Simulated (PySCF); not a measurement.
Al(F)(NCO)(OMe) (C2H3AlFNO2), SMILES [Al]([O]C)([N]=C=O)[F]. Geometry: PBE-D3(BJ)/def2-SVP. The values are those of a single conformer.

Computed equilibrium geometry at PBE-D3(BJ)/def2-SVP (PySCF confirms it by a frequency run) as Cartesian coordinates in Å, and its point group (one conformer of several):
point group Cs.
```xyz
10

Al     0.6092    -0.5598     0.0000
F      2.2445    -0.8675     0.0000
N      0.0434     1.1181     0.0000
C     -0.3039     2.2803     0.0000
O     -0.6499     3.4097     0.0000
O     -0.4503    -1.8776     0.0000
C     -1.8447    -2.0539     0.0000
H     -2.1604    -2.6322     0.8965
H     -2.1604    -2.6322    -0.8965
H     -2.4095    -1.0929     0.0000
```
Charge 0, spin multiplicity 1.
